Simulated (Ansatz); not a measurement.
Basis-set extrapolation for CH₆Cl₂FNSi₂ (`C[SiH](F)N[SiH](Cl)Cl`) (PBE0-D4/def2-TZVP geometry, frozen core, the Gaussian-basis code of Ansatz). Multiplicity 1, RHF reference.

```json
{"": "HF", "def2-TZVPP": "-1692.519221", "def2-QZVPP": "-1692.572797"}
{"": "MP2 correlation", "def2-TZVPP": "-1.247650", "def2-QZVPP": "-1.357505"}
{"": "CCSD(T) correlation", "def2-TZVPP": "-1.364237", "def2-QZVPP": "not run"}
```

Energies in hartree. Use E(X) = E(∞) + A·exp(−7.88·√X) for Hartree–Fock and E(X) = E(∞) + B·X^(−2.97) for correlation, with X = 3 and 4, and add CCSD(T) minus MP2 of the smaller set to the MP2 limit.

What is the CCSD(T) energy at the basis-set limit?

HF limit: -1692.572797 + (-0.053576) × 0.13774 = -1692.58018. MP2 limit: -1.357505 + (-0.109855) × 0.74074 = -1.43888. Higher-order term: -1.364237 − (-1.247650) = -0.11659. Total: -1694.13565 hartree, 158.3 kcal/mol below CCSD(T)/def2-TZVPP.
